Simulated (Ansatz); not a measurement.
Compare A (`C=C(S)[SiH2][SiH3]`) with its isomer B (`C=C[SiH2][SiH2]S`).

Program: Ansatz. Geometries: PBE0-D4/def2-TZVP. ΔE: electronic, gas phase. CCSD(T)/CBS is the MP2 limit (def2-TZVPP, def2-QZVPP) plus CCSD(T) − MP2 in def2-TZVPP, frozen cores. Functionals use def2-TZVPP. B3LYP here is the variant with VWN-RPA as its local correlation; programs differ in this. Each species was taken in one conformer, which may not be the lowest.

Which isomer does CCSD(T)/CBS put lower? Give the gap. (Best estimate.)

The calculation gave: B, by 22.6 kcal/mol.

Give E(B) − E(A) in kcal/mol with r2SCAN-D4, PBE0-D4, HF/def2-TZVPP, ωB97M-V, CCSD(T)/def2-TZVPP, B3LYP-D4, CCSD/def2-TZVPP. (Best estimate.)

Ansatz gave: r2SCAN-D4 -21.8, PBE0-D4 -22.0, HF/def2-TZVPP -24.0, ωB97M-V -22.5, CCSD(T)/def2-TZVPP -21.8, B3LYP-D4 -21.4, CCSD/def2-TZVPP -22.4. None reverses the order clearly.

Largest T1 diagnostic: 0.013.

In def2-TZVPP, CCSD(T) changes the Hartree–Fock value by +2.1 kcal/mol (the triples alone add +0.5 kcal/mol) and MP2 by +2.0 kcal/mol. From PBE to PBE0 (25 % exact exchange), in def2-TZVPP and without D4, E(B) − E(A) moves by −1.2 kcal/mol.
